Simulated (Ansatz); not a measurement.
# Ligand exchange: Sc(CH3)2(NH2) + SnH3(NH2) → Sc(CH3)(NH2)2 + SnH3(CH3)

Gas-phase species: Sc(CH3)2(NH2), singlet; SnH3(NH2), singlet; Sc(CH3)(NH2)2, singlet; SnH3(CH3), singlet. The partners trade CH3 for NH2: Sc–CH3 and Sn–NH2 bonds give way to Sc–NH2 and Sn–CH3.

Shapes, held fixed at every level: PBE0-D4/def2-TZVP. Flexible molecules stand in one conformer, not always the lowest. Programs: Ansatz 0.2.0. Electronic energies: no zero-point or thermal term.

**Question.** Estimate ΔE of this reaction.

**Answer.** The highest level, CCSD(T)/def2-TZVPP, gives ΔE = -120.3 kJ/mol; the levels span -123.4 to -115.6. The column of differences is taken from that level and isn't an error. No measured value is set beside it here. For atoms past krypton def2 sets carry core potentials with scalar relativity. Outer-core shells of Sc, Sn are correlated, in sets that cover them unevenly.

| level | kind | ΔE (kJ/mol) | less CCSD(T)/def2-TZVPP |
| --- | --- | --- | --- |
| r2SCAN-D4/def2-TZVPP | meta-GGA | -117.3 | +3.0 |
| PBE0-D4/def2-TZVPP | global hybrid | -117.1 | +3.2 |
| wB97X-V/def2-TZVPP | range-separated hybrid | -115.6 | +4.7 |
| MP2/def2-TZVPP | perturbation theory | -123.4 | -3.1 |
| CCSD(T)/def2-SVP | coupled cluster or CI | -121.0 | -0.7 |
| CCSD/def2-TZVPP | coupled cluster or CI | -119.4 | +0.9 |
| CCSD(T)/def2-TZVPP | coupled cluster or CI | -120.3 | 0.0 |
